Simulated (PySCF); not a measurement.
**SnCl₂⁺ + F₂ → SnF₂⁺ + Cl₂**

Level: PBE0 in the def2-TZVP basis family, computed in PySCF with density fitting; scalar-relativistic core potentials for atoms from Rb on, none lighter, no spin–orbit coupling; open shells unrestricted.

```csv
species,state and structure,E (Eh),ZPE (kJ/mol),H(298 K) − H(0) (kJ/mol),S° (J/(mol K))
SnCl₂⁺,"doublet, C2v, Sn–Cl 2.272 Å (×2); Cl–Sn–Cl 120.0°",-1134.18781,5.2,13.6,310.6
F₂,"singlet, D∞h, F–F 1.376 Å",-199.40856,6.6,8.7,201.9
SnF₂⁺,"doublet, C2v, Sn–F 1.874 Å (×2); F–Sn–F 117.3°",-413.58238,8.5,12.4,288.6
Cl₂,"singlet, D∞h, Cl–Cl 1.982 Å",-920.08940,3.5,9.1,222.5
```

Question: What is the electronic reaction energy?

Answer: At PBE0/def2-TZVP, ΔE = -198.0 kJ/mol from the differences of the total energies times 2625.5, downhill. 

Question: Add zero-point, thermal and entropy terms for 298.15 K and 1 bar.

Answer: ΔZPE = 0.2 and Δ[H(298) − H(0)] = -0.8 kJ/mol give ΔH° = -198.6 kJ/mol. ΔS° = -1.4 J/(mol K), so ΔG° = -198.6 − 298.15 × (-0.0014) = -198 kJ/mol.

Only the bonding shown was studied: isomers, or loss of a ligand pair, can lie lower.
